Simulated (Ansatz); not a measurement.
Steps of a relaxation of C2H8O2Si, SMILES `C[Si](C)(O)O` with RKS PBE0-D4/def2-TZVP.

```sh
$ ansatz run in.yaml --threads 4 --pin off --events-out ev --progress --plain --max-ram 10444MiB
```

```yaml
crystal:
  periodic: [false, false, false]
  atoms:
    - {symbol: C, position_ang: [-1.425785, 0.448609, -0.594085]}
    - {symbol: Si, position_ang: [0.182359, 0.112349, 0.334579]}
    - {symbol: C, position_ang: [1.353591, -0.979399, -0.624027]}
    - {symbol: O, position_ang: [-0.184645, -0.633415, 1.805853]}
    - {symbol: O, position_ang: [1.040671, 1.535767, 0.608814]}
    - {symbol: H, position_ang: [-2.108472, 1.112621, -0.022716]}
    - {symbol: H, position_ang: [-1.219264, 0.946727, -1.563544]}
    - {symbol: H, position_ang: [-1.972509, -0.493010, -0.809705]}
    - {symbol: H, position_ang: [2.241198, -1.225591, -0.007169]}
    - {symbol: H, position_ang: [1.707698, -0.469385, -1.542584]}
    - {symbol: H, position_ang: [0.864863, -1.929703, -0.918957]}
    - {symbol: H, position_ang: [-1.120270, -0.579697, 2.060830]}
    - {symbol: H, position_ang: [0.660866, 2.119327, 1.287411]}
basis:
  gaussian: {orbitals: def2-TZVP}
hamiltonian: {xc: pbe0, dispersion: d4}
relax: {f_tol: 0.005, max_steps: 150}
```

Positions (Å) and forces (eV/Å) along the path, 11 of 24 steps:

```xyz
13
step=1 energy=-14172.4839 eV
C    -1.426    0.449   -0.594   -0.171    0.072   -0.074
Si    0.182    0.112    0.335    0.218    0.222    0.546
C     1.354   -0.979   -0.624    0.158   -0.141   -0.085
O    -0.185   -0.633    1.806   -0.453    0.517   -0.701
O     1.041    1.536    0.609   -0.851   -0.444    0.325
H    -2.108    1.113   -0.023    0.334   -0.310   -0.257
H    -1.219    0.947   -1.564   -0.074   -0.234    0.469
H    -1.973   -0.493   -0.810    0.281    0.434    0.118
H     2.241   -1.226   -0.007   -0.424    0.119   -0.285
H     1.708   -0.469   -1.543   -0.177   -0.230    0.438
H     0.865   -1.930   -0.919    0.223    0.453    0.145
H    -1.120   -0.580    2.061    0.649   -0.059   -0.164
H     0.661    2.119    1.287    0.287   -0.400   -0.476
13
step=4 energy=-14172.5664 eV
C    -1.412    0.449   -0.583    0.005   -0.003   -0.002
Si    0.181    0.113    0.328    0.047   -0.016   -0.016
C     1.344   -0.973   -0.615   -0.003    0.006    0.000
O    -0.181   -0.610    1.771   -0.045    0.042   -0.033
O     1.008    1.515    0.592   -0.052   -0.019    0.028
H    -2.074    1.106   -0.012   -0.007    0.007    0.006
H    -1.209    0.941   -1.537    0.000    0.006   -0.012
H    -1.955   -0.476   -0.793   -0.009   -0.009   -0.004
H     2.216   -1.210   -0.001    0.011   -0.004    0.005
H     1.695   -0.475   -1.522    0.005    0.004   -0.010
H     0.864   -1.911   -0.901   -0.006   -0.011   -0.003
H    -1.105   -0.595    2.022    0.011   -0.041    0.045
H     0.650    2.094    1.267    0.044    0.038   -0.004
13
step=6 energy=-14172.5684 eV
C    -1.415    0.450   -0.587    0.005   -0.005   -0.006
Si    0.177    0.117    0.328   -0.021    0.014    0.014
C     1.342   -0.971   -0.612   -0.007   -0.001   -0.006
O    -0.184   -0.598    1.774    0.014    0.000    0.018
O     1.004    1.517    0.590    0.020    0.005   -0.005
H    -2.078    1.111   -0.020    0.011   -0.005    0.001
H    -1.209    0.938   -1.544   -0.007   -0.003   -0.003
H    -1.958   -0.476   -0.794   -0.003    0.002   -0.007
H     2.215   -1.207    0.001   -0.004    0.003    0.000
H     1.692   -0.476   -1.522    0.001   -0.001    0.001
H     0.861   -1.910   -0.895    0.002    0.001    0.000
H    -1.105   -0.639    2.028   -0.005   -0.004   -0.009
H     0.678    2.109    1.268   -0.007   -0.009    0.002
13
step=8 energy=-14172.5688 eV
C    -1.414    0.449   -0.589   -0.008    0.003    0.003
Si    0.177    0.121    0.330    0.012   -0.009   -0.006
C     1.338   -0.969   -0.611    0.005   -0.001    0.000
O    -0.182   -0.585    1.782   -0.014    0.014    0.006
O     1.008    1.519    0.589    0.001   -0.006   -0.011
H    -2.076    1.111   -0.023   -0.008    0.004    0.000
H    -1.209    0.934   -1.547    0.006    0.003    0.002
H    -1.958   -0.477   -0.795    0.002   -0.002    0.006
H     2.212   -1.202    0.001    0.003   -0.002    0.000
H     1.686   -0.476   -1.523   -0.001    0.000    0.000
H     0.858   -1.910   -0.890   -0.002   -0.001    0.000
H    -1.106   -0.658    2.020    0.011   -0.004   -0.010
H     0.686    2.108    1.272   -0.007    0.002    0.010
13
step=9 energy=-14172.5687 eV rejected
C    -1.412    0.449   -0.590   -0.022    0.008    0.004
Si    0.177    0.130    0.334    0.036   -0.019   -0.017
C     1.332   -0.967   -0.609    0.018   -0.004    0.002
O    -0.181   -0.552    1.798   -0.286   -0.019    0.046
O     1.014    1.525    0.586   -0.017   -0.009   -0.005
H    -2.073    1.115   -0.029   -0.024    0.011    0.000
H    -1.209    0.925   -1.553    0.015    0.006    0.008
H    -1.957   -0.478   -0.791    0.006   -0.003    0.015
H     2.210   -1.194    0.000    0.010   -0.008   -0.001
H     1.674   -0.480   -1.526   -0.004    0.000    0.002
H     0.852   -1.910   -0.880   -0.005   -0.001    0.001
H    -1.110   -0.704    1.994    0.277    0.038   -0.062
H     0.703    2.106    1.281   -0.004    0.001    0.008
13
step=15 energy=-14172.5707 eV
C    -1.414    0.452   -0.591    0.000    0.001   -0.001
Si    0.177    0.140    0.333    0.000    0.001   -0.001
C     1.329   -0.967   -0.605   -0.001   -0.002    0.000
O    -0.184   -0.507    1.812   -0.059   -0.009    0.009
O     1.014    1.536    0.579   -0.001    0.000    0.005
H    -2.077    1.120   -0.034    0.001    0.000   -0.001
H    -1.209    0.922   -1.556    0.000   -0.001   -0.001
H    -1.956   -0.479   -0.785    0.000    0.000    0.001
H     2.208   -1.197    0.002    0.000    0.001    0.000
H     1.670   -0.487   -1.525   -0.002   -0.001    0.000
H     0.843   -1.909   -0.870    0.000   -0.001    0.001
H    -1.095   -0.760    1.966    0.060    0.009   -0.010
H     0.714    2.101    1.291    0.001    0.000   -0.001
13
step=16 energy=-14172.5708 eV
C    -1.413    0.454   -0.593    0.000    0.002    0.000
Si    0.177    0.145    0.334    0.001    0.000   -0.005
C     1.326   -0.967   -0.602    0.001    0.001   -0.003
O    -0.185   -0.492    1.817   -0.151   -0.041    0.023
O     1.016    1.539    0.580   -0.003   -0.003    0.007
H    -2.075    1.127   -0.039    0.002   -0.001   -0.001
H    -1.207    0.918   -1.561    0.000   -0.002    0.001
H    -1.957   -0.476   -0.781    0.000    0.001    0.000
H     2.208   -1.192    0.002   -0.001    0.001   -0.001
H     1.662   -0.492   -1.527    0.000   -0.002    0.000
H     0.840   -1.911   -0.861    0.000    0.002    0.001
H    -1.086   -0.793    1.953    0.149    0.043   -0.019
H     0.716    2.104    1.293    0.001   -0.001   -0.003
13
step=17 energy=-14172.5688 eV rejected
C    -1.402    0.453   -0.597   -0.047    0.005    0.035
Si    0.177    0.149    0.346    0.037    0.091   -0.059
C     1.314   -0.963   -0.605    0.037   -0.048    0.090
O    -0.197   -0.453    1.842    0.058   -0.007   -0.076
O     1.023    1.536    0.596    0.006    0.025   -0.013
H    -2.067    1.122   -0.045   -0.037    0.031   -0.004
H    -1.190    0.916   -1.563    0.015    0.012   -0.007
H    -1.945   -0.476   -0.790    0.000   -0.015    0.004
H     2.200   -1.189   -0.008    0.021   -0.025   -0.007
H     1.646   -0.502   -1.539   -0.040    0.035    0.024
H     0.818   -1.905   -0.850    0.007   -0.034   -0.011
H    -1.064   -0.843    1.941   -0.058   -0.049    0.030
H     0.708    2.120    1.287    0.001   -0.020   -0.004
13
step=19 energy=-14172.5715 eV
C    -1.411    0.460   -0.596    0.000    0.000    0.001
Si    0.175    0.150    0.336    0.000    0.001    0.000
C     1.320   -0.967   -0.598    0.000    0.000    0.000
O    -0.192   -0.469    1.826   -0.007    0.000    0.001
O     1.019    1.541    0.584    0.000    0.000    0.000
H    -2.072    1.137   -0.047    0.000    0.000   -0.001
H    -1.202    0.917   -1.567    0.000    0.000    0.000
H    -1.958   -0.469   -0.780    0.000    0.001    0.000
H     2.208   -1.185    0.000   -0.001    0.001    0.000
H     1.648   -0.500   -1.530   -0.001    0.000    0.000
H     0.835   -1.915   -0.846   -0.001    0.000    0.001
H    -1.064   -0.844    1.942    0.008    0.000   -0.002
H     0.714    2.110    1.292    0.000    0.000    0.000
13
step=20 energy=-14172.5716 eV
C    -1.410    0.464   -0.599    0.000    0.001   -0.001
Si    0.174    0.155    0.337   -0.003    0.000   -0.004
C     1.317   -0.968   -0.595    0.000    0.000    0.000
O    -0.195   -0.453    1.831   -0.088   -0.047    0.017
O     1.020    1.543    0.585   -0.001    0.002    0.001
H    -2.070    1.145   -0.053    0.000    0.000   -0.001
H    -1.199    0.916   -1.571    0.000    0.000    0.000
H    -1.960   -0.465   -0.780    0.000    0.001    0.001
H     2.206   -1.182    0.001    0.000   -0.001   -0.001
H     1.640   -0.505   -1.532   -0.001   -0.001    0.002
H     0.831   -1.917   -0.836    0.001    0.001    0.001
H    -1.047   -0.881    1.935    0.091    0.045   -0.015
H     0.714    2.114    1.291    0.000    0.000   -0.001
13
step=24 energy=-14172.5717 eV
C    -1.410    0.466   -0.600    0.001   -0.001   -0.001
Si    0.173    0.156    0.338   -0.001    0.001    0.001
C     1.315   -0.968   -0.594    0.000    0.000   -0.001
O    -0.197   -0.450    1.832    0.000   -0.001    0.002
O     1.019    1.544    0.587    0.000    0.000    0.000
H    -2.068    1.150   -0.056    0.001    0.000    0.000
H    -1.196    0.915   -1.573    0.000    0.000   -0.001
H    -1.962   -0.461   -0.778    0.000    0.000    0.000
H     2.207   -1.179    0.001    0.000    0.000    0.000
H     1.635   -0.509   -1.533    0.000    0.000    0.000
H     0.830   -1.919   -0.830    0.000    0.000    0.000
H    -1.038   -0.896    1.931    0.001    0.001   -0.001
H     0.710    2.116    1.290    0.000    0.000    0.000
```

Hardware: 4 threads of an Arm Neoverse V2 on a shared host. Wall time 75 s, peak host memory 0.55 GiB.
